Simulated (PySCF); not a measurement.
Species: C₃H₉NOSi.
SMILES with atom numbers: `[CH3:1][N:2]([CH3:3])[SiH2:4][CH:5]=[O:6]` (hydrogens: H7, H8, H9 on C1; H10, H11, H12 on C3; H13, H14 on Si4; H15 on C5)

Structure used (PBE0-D3(BJ)/def2-SVP), in Å, numbered top down from 1:
```
atom  x, y, z in Å
C1    -0.848    1.259   -0.204
N2    -0.523   -0.141   -0.078
C3    -1.574   -1.032   -0.500
Si4    0.769   -0.627    0.969
C5     2.375    0.292    0.411
O6     3.240    0.625    1.183
H7    -1.702    1.562    0.434
H8     0.011    1.889    0.079
H9    -1.110    1.513   -1.248
H10   -1.860   -0.831   -1.549
H11   -1.242   -2.079   -0.444
H12   -2.493   -0.937    0.113
H13    0.592   -0.331    2.428
H14    0.971   -2.096    0.782
H15    2.495    0.493   -0.695
```

The calculation used core-valence-separated Tamm–Dancoff BHandHLYP/aug-pcX-1 (pcseg-1 on H, def2-SVPD on Si) in PySCF, non-relativistic, gas phase, PBE0-D3(BJ)/def2-SVP geometry.

Computed carbon K-edge spectrum, Gaussian lines of 0.4 eV full width, highest printed point 100; it ends one width below the last computed root. No empirical shift is added; at this level the pattern usually sits a few eV under experiment.

```csv
photon energy (eV),absorption
281.9,0
282.0,3
282.1,10
282.2,27
282.3,50
282.4,67
282.5,63
282.6,42
282.7,20
282.8,7
282.9,2
283.0,0
283.1,0
283.2,0
283.3,0
283.4,0
283.5,0
283.6,0
283.7,0
283.8,0
283.9,0
284.0,0
284.1,0
284.2,0
284.3,0
284.4,0
284.5,0
284.6,0
284.7,0
284.8,0
284.9,0
285.0,0
285.1,0
285.2,0
285.3,0
285.4,1
285.5,2
285.6,5
285.7,10
285.8,13
285.9,15
286.0,16
286.1,17
286.2,16
286.3,15
286.4,17
286.5,21
286.6,22
286.7,23
286.8,36
286.9,63
287.0,91
287.1,100
287.2,83
287.3,55
287.4,35
287.5,27
287.6,27
287.7,28
287.8,28
287.9,26
```

**Question.** Assign the maxima to core holes.

**Answer.** 4 maxima:
- 282.4 eV: C5 (carbonyl carbon), 282.43 eV, f = 0.072, 1s→π*, 100 % of the height at the exact maximum
- 286.1 eV: C3 (N-methyl carbon), 286.13 eV, f = 0.015, 80 % of the height at the exact maximum; C1 (N-methyl carbon), 285.81 eV, f = 0.012, 17 % of the height at the exact maximum
- 287.1 eV: C1/C3 (N-methyl carbon), 287.08 eV, f = 0.061, sum of 2, 58 % of the height at the exact maximum; C3 (N-methyl carbon), 287.02 eV, f = 0.031, 27 % of the height at the exact maximum; C1 (N-methyl carbon), 287.19 eV, f = 0.017, 13 % of the height at the exact maximum
- 287.8 eV: C5 (carbonyl carbon), 287.88 eV, f = 0.016, 42 % of the height at the exact maximum; C1 (N-methyl carbon), 287.62 eV, f = 0.017, 39 % of the height at the exact maximum; C3 (N-methyl carbon), 287.84 eV, f = 0.004, 13 % of the height at the exact maximum

Further lines of some strength in the range: C1/C3, 286.55 eV, f = 0.020, sum of 2; C3, 287.41 eV, f = 0.008.

Roots within 0.03 eV on the same or equivalent atoms count as one line; shares under 12 % aren't listed.

Vibrational structure and lifetime widths aren't in the curve. The ionisation threshold wasn't computed; near and above it a finite basis only mimics Rydberg series and continuum.

One conformer stands for the species.
